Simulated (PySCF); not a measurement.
**Ionisation energy of Br by level of theory**

Br [Ar] 3d10 4s2 4p5 (2P) → Br⁺ [Ar] 3d10 4s2 4p4 (3P), as a difference of total energies. All numbers are calculated (PySCF 2.14, scalar relativity through the core potential, in aug-cc-pVDZ-PP with ECP10MDF). Correlated levels: valence: 3s2 3p6 3d10 frozen. The calculations carry no spin-orbit coupling.

| method | ionisation energy (eV) |
| --- | --- |
| UHF | 10.750 |
| MP2 (valence) | 11.409 |
| SCS-MP2 (valence) | 11.384 |
| CCSDT (valence) | 11.404 |

**Question.** Estimate what CCSD (valence) gives.

**Answer.** 11.384 eV, closest to SCS-MP2 (valence) among the rows shown.

**Question.** Estimate what CCSD(T) (valence) gives.

**Answer.** 11.402 eV, closest to CCSDT (valence) among the rows shown.

Errors of the correlated levels include the incompleteness of this basis and the frozen core.

For comparison: 11.844 eV (measured; NIST levels, between the centres of gravity of the two terms).
